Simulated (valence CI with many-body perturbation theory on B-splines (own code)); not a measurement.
# Level structure of Ho⁵⁴⁺

Level of theory: relativistic CI+MBPT: three valence electrons over a frozen Dirac-Fock core [Ne], a basis of 11 s, 11 p, 10 d, 8 f, 5 g, 2 h functions for each j, with the one-electron correlation potential Σ1 (screened to all orders), the two-electron term Σ2, the three-electron term Σ3, Breit, model QED; selected single and double excitations, second order for the rest, scaled by the run's own slope (own B-spline code, finite nucleus).

The last digits are not significant, and no measured levels were compared; by estimate large intervals hold to a few tenths of a per cent, small ones and those within an open d or f shell to about a per cent.

Levels 46 to 90 of 157, with energies above the lowest level, (3s^2 3p1/2) J=1/2. "Leading %" is the weight of the configuration and term that name the level; weights of strongly mixed levels are sums over their largest components and can fall short. In the jj column 3d3/2^4 stands for four electrons in 3d with j = 3/2. Lifetimes count E1, E2, E3, M1 and M2 decay at the calculated energies, and are blank where another channel may lead or the interval is too uncertain; long ones can be off by a factor of two.

```csv
No.,Configuration,Term,J,E (eV),Leading %,Leading jj,g,Lifetime
46,3p2 3d,2D,3/2,944.8,37,3p1/2 3p3/2 3d3/2 (86 %),1.108,607 fs
47,3p2 3d,2D,5/2,945.8,29,3p1/2 3p3/2 3d3/2 (83 %),1.159,681 fs
48,3p2 3d,4P,1/2,949.0,33,3p1/2 3p3/2 3d3/2 (88 %),1.692,720 fs
49,3p2 3d,4D,7/2,968.5,47,3p1/2 3p3/2 3d5/2 (98 %),1.296,1.39 ps
50,3s 3d2,4F,3/2,972.8,78,3s 3d3/2^2 (85 %),0.532,553 fs
51,3p2 3d,2G,9/2,976.0,58,3p1/2 3p3/2 3d5/2 (93 %),1.178,2.39 ps
52,3p2 3d,2P,3/2,978.9,49,3p1/2 3p3/2 3d5/2 (93 %),1.334,1.23 ps
53,3s 3d2,4F,5/2,980.5,21,3p1/2 3p3/2 3d5/2 (59 %),1.104,1.06 ps
54,3s 3d2,4F,5/2,985.9,36,3s 3d3/2^2 (47 %),1.096,534 fs
55,3p2 3d,2F,7/2,993.8,49,3p1/2 3p3/2 3d5/2 (80 %),1.109,1.67 ps
56,3p3,2P°,3/2,994.2,50,3p3/2^3 (96 %),1.282,386 fs
57,3p2 3d,4P,5/2,996.6,35,3p1/2 3p3/2 3d5/2 (89 %),1.226,1.01 ps
58,3s 3d2,4P,1/2,1000.6,66,3s 3d3/2^2 (74 %),2.288,505 fs
59,3p2 3d,2P,1/2,1005.7,41,3p1/2 3p3/2 3d5/2 (82 %),1.285,1.14 ps
60,3p2 3d,2D,3/2,1008.1,61,3p1/2 3p3/2 3d5/2 (91 %),0.926,1.02 ps
61,3s 3d2,4F,7/2,1022.6,88,3s 3d3/2 3d5/2 (86 %),1.210,817 fs
62,3s 3d2,4F,5/2,1027.0,36,3s 3d3/2 3d5/2 (92 %),1.217,833 fs
63,3s 3d2,4P,3/2,1031.6,86,3s 3d3/2 3d5/2 (98 %),1.579,887 fs
64,3s 3d2,4F,9/2,1036.7,48,3s 3d3/2 3d5/2 (84 %),1.214,904 fs
65,3s 3d2,2F,5/2,1044.9,51,3s 3d3/2 3d5/2 (82 %),1.120,660 fs
66,3s 3d2,2G,7/2,1045.0,74,3s 3d3/2 3d5/2 (94 %),0.953,1.05 ps
67,3s 3d2,2D,3/2,1048.0,42,3s 3d3/2 3d5/2 (80 %),1.051,702 fs
68,3s 3d2,2P,1/2,1057.3,58,3s 3d3/2 3d5/2 (76 %),1.168,564 fs
69,3s 3d2,4F,9/2,1076.9,53,3s 3d5/2^2 (90 %),1.221,2.20 ps
70,3s 3d2,2D,5/2,1088.9,52,3s 3d5/2^2 (94 %),1.297,1.87 ps
71,3s 3d2,2F,7/2,1095.2,61,3s 3d5/2^2 (86 %),1.105,2.04 ps
72,3p 3d2,4G°,5/2,1097.2,55,3p1/2 3d3/2^2 (99 %),0.727,3.61 ps
73,3s 3d2,2P,3/2,1101.5,55,3s 3d5/2^2 (86 %),1.145,1.59 ps
74,3s 3d2,2S,1/2,1117.7,68,3s 3d5/2^2 (90 %),1.811,1.61 ps
75,3p 3d2,4F°,3/2,1133.8,40,3p1/2 3d3/2^2 (97 %),0.739,586 fs
76,3p 3d2,4D°,1/2,1134.0,43,3p1/2 3d3/2^2 (97 %),0.648,1.05 ps
77,3p 3d2,4G°,7/2,1156.1,60,3p1/2 3d3/2 3d5/2 (99 %),1.007,5.36 ps
78,3p 3d2,2D°,5/2,1159.8,25,3p1/2 3d3/2 3d5/2 (99 %),1.059,3.74 ps
79,3p2 3d,2D,3/2,1162.7,37,3p3/2^2 3d3/2 (97 %),1.115,400 fs
80,3p 3d2,4D°,3/2,1166.2,42,3p1/2 3d3/2 3d5/2 (98 %),1.163,3.49 ps
81,3p 3d2,4P°,1/2,1168.4,49,3p1/2 3d3/2 3d5/2 (100 %),1.761,3.63 ps
82,3p2 3d,2D,5/2,1169.2,25,3p3/2^2 3d3/2 (91 %),1.180,415 fs
83,3p 3d2,2H°,9/2,1170.5,48,3p1/2 3d3/2 3d5/2 (98 %),1.026,5.17 ps
84,3p2 3d,4P,1/2,1172.4,41,3p3/2^2 3d3/2 (93 %),1.514,388 fs
85,3p2 3d,2F,7/2,1174.3,50,3p3/2^2 3d3/2 (96 %),1.093,433 fs
86,3p 3d2,4D°,5/2,1189.3,29,3p1/2 3d3/2 3d5/2 (98 %),1.139,796 fs
87,3p2 3d,2D,3/2,1190.2,67,3p3/2^2 3d3/2 (95 %),0.884,423 fs
88,3p 3d2,2F°,7/2,1193.8,42,3p1/2 3d3/2 3d5/2 (94 %),1.133,947 fs
89,3p 3d2,2P°,3/2,1198.5,30,3p1/2 3d3/2 3d5/2 (97 %),1.351,729 fs
90,3p2 3d,4F,9/2,1203.1,60,3p3/2^2 3d5/2 (98 %),1.234,670 fs
```
